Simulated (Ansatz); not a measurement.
Born–Oppenheimer molecular dynamics of FGeH5 (7 atoms, charge 0, multiplicity 1). It starts at the highest image of a converged band. Of that band: Neighbouring images differ by up to 1.2 eV, so the band resolves the path poorly. A vibrational analysis at the climbing image gives one clearly imaginary mode, 1201i cm⁻¹: a first-order saddle point.

These are results of RKS B3LYP-D4/def2-SVP (Ansatz), not measurements.

```
ensemble                      : NVE (velocity Verlet)
time step                     : 0.5 fs
steps asked                   : 200
starting velocities drawn for : 300 K
seed                          : 10873
```

First frame:

```xyz
7
Properties=species:S:1:pos:R:3
Ge -0.141 0.022 -0.100
F -0.196 -0.214 1.976
H 1.381 0.084 0.155
H -0.527 1.291 -0.889
H -0.518 -1.298 -0.790
H -1.815 0.146 0.710
H -1.254 -0.032 1.532
```

(1) What does the run give?

(2) What happens to the structure?

(3) How do temperature and energy run in time?

Results:

(1) All steps were run.

```yaml
steps_done: 200
time_covered: 100 fs
mean_temperature_over_the_second_half: 2292 K
spread_of_the_potential_energy_over_the_second_half: 7.2 meV per atom
mean_potential_energy_of_the_second_half_above_the_start: -183.9 meV per atom
```

The conserved energy stayed within 0.12 meV per atom of its start (net change -0.015 meV per atom), so the integration is sound. The kinetic energy rose, since the run started high on the potential surface and went downhill. It ends in pieces (FH + GeH4), so much of that is their flight and rotation, not heat. A run of 0.1 ps of so small a system gives no equilibrium averages. The orbitals stay closed-shell, which can raise the energy where a bond breaks towards radicals; this wasn't checked here.

(2) Between its relaxed ends the band would form Ge1–H6, F2–H7 and break Ge1–F2, H6–H7. These pairs go: Ge1–H6 1.86 → 1.52 Å, F2–H7 1.16 → 0.91 Å, Ge1–F2 2.09 → 4.87 Å, H6–H7 1.01 → 6.14 Å. In the last frame they stand as after the step (other bonds may differ from the relaxed reactants and products). It ends as FH + GeH4. Pairs count as bonded within 1.25 times the sum of covalent radii (0.12 Å more for H–H). Another seed would give other details.

(3) 
```tsv
time (fs)	T (K)	potential energy less start (eV)	conserved less start (meV/atom)
0	300	0.000	0.00
8	127	0.112	0.05
16	699	-0.258	0.04
24	1325	-0.663	-0.01
32	1884	-1.024	-0.04
40	2305	-1.297	-0.09
48	2356	-1.329	-0.10
56	2420	-1.371	-0.08
64	2412	-1.365	-0.08
72	2252	-1.262	-0.05
80	2398	-1.356	-0.06
88	2227	-1.245	-0.01
96	2229	-1.247	0.00
```

Time of the run: 5.5 min on 2 threads of Intel(R) Xeon(R) Platinum 8259CL CPU @ 2.50GHz (Skylake/Cascade Lake), with other jobs on the host, peak memory 0.16 GiB.
